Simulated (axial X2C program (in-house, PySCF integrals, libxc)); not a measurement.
Levels of SiSe⁻ by electron attachment to SiSe (EOM-EA-CCSD)

Computed with an in-house all-electron X2C program for linear molecules (integrals from PySCF): two-component X2C with atomic mean-field Coulomb and Gaunt terms, Gaussian nuclei, basis Se dyall-acv3z, Si dyall-av3z with contracted cores.

R = 2.064 Å (near the PBE0 minimum at charge 0 of the determinant lowest at the starting distance; the state shown can have its own minimum elsewhere).

Hartree–Fock spinors of SiSe (one of each Kramers pair; a window near the gap, which can cut inner shells):

```csv
ω,occupied,ε (eV),character
1/2,yes,-24.93,"60% Se s, 13% Si s, 13% Si p"
1/2,yes,-15.57,"42% Si s, 36% Se p, 11% Se s"
1/2,yes,-10.29,"41% Se p, 36% Si p, 13% Si s"
1/2,yes,-9.98,"60% Se p, 24% Si p, 7% Si d"
3/2,yes,-9.78,"65% Se p, 22% Si p, 8% Si d"
1/2,no,0.27,"60% Si p, 14% Si d, 13% Se d"
3/2,no,0.30,"59% Si p, 15% Si d, 12% Se d"
1/2,no,0.99,"89% Si p, 5% Se p, 3% Si d"
1/2,no,1.09,"83% Si s, 7% Se p, 3% Se s"
3/2,no,1.37,"86% Si p, 7% Se p, 5% Se d"
1/2,no,1.38,"87% Si p, 6% Se p, 5% Se d"
```

Levels of SiSe⁻ obtained by attaching an electron to SiSe:

```json
{"Ω": "1/2", "binding energy (eV)": "0.422", "above lowest (cm⁻¹)": "0", "attached spinor": "57% Si pπ, 14% Se dπ, 14% Si dπ", "one-particle weight": "0.94"}
{"Ω": "3/2", "binding energy (eV)": "0.365", "above lowest (cm⁻¹)": "463", "attached spinor": "55% Si pπ, 15% Si dπ, 14% Se dπ", "one-particle weight": "0.94"}
{"Ω": "1/2", "binding energy (eV)": "-0.793", "above lowest (cm⁻¹)": "9796", "attached spinor": "66% Si pσ, 12% Se pσ, 11% Si sσ", "one-particle weight": "0.99"}
{"Ω": "1/2", "binding energy (eV)": "-0.859", "above lowest (cm⁻¹)": "10331", "attached spinor": "76% Si sσ, 17% Si pσ", "one-particle weight": "0.98"}
{"Ω": "3/2", "binding energy (eV)": "-1.157", "above lowest (cm⁻¹)": "12735", "attached spinor": "90% Si pπ, 7% Se pπ", "one-particle weight": "0.99"}
{"Ω": "1/2", "binding energy (eV)": "-1.158", "above lowest (cm⁻¹)": "12743", "attached spinor": "90% Si pπ, 7% Se pπ", "one-particle weight": "0.99"}
{"Ω": "1/2", "binding energy (eV)": "-1.981", "above lowest (cm⁻¹)": "19380", "attached spinor": "75% Se pσ, 8% Se dσ, 8% Si dσ", "one-particle weight": "0.99"}
```

**Question.** What is the splitting of the first π pair in the table, and is it regular or inverted?

**Answer.** E(3/2) − E(1/2) = 463 − 0 = 463 cm⁻¹ at EOM-EA-CCSD: regular, Ω = 1/2 lower. Splittings at this level can be off by ten to twenty per cent.

Negative binding energies belong to unbound states, resonances or levels that the basis set holds; within some tenths of an eV of zero the sign is not settled.

This point took 41 s on 1 thread of Arm Neoverse V1, with other jobs on the host.

Reference electrons by ω block (each with its −ω partner): 1/2: 17, 3/2: 6, 5/2: 1. 10 electrons of SiSe correlated (inner shells frozen), 92 natural virtual spinors (a truncated set); levels can be off by some tenths of an eV. Roots sought by Ω: (1/2: 5, 3/2: 4, 5/2: 2, 7/2: 1); rows need 60 % one-particle weight and stop where some Ω has no more roots. Missing are any skipped roots, higher Ω and states of a further excitation; these come out far too high here and may in truth be low or lowest. T1 of the reference 0.025 (Lee–Taylor). Number of frozen shells: Se 3 s, 2 p, 1 d; Si 2 s, 1 p.
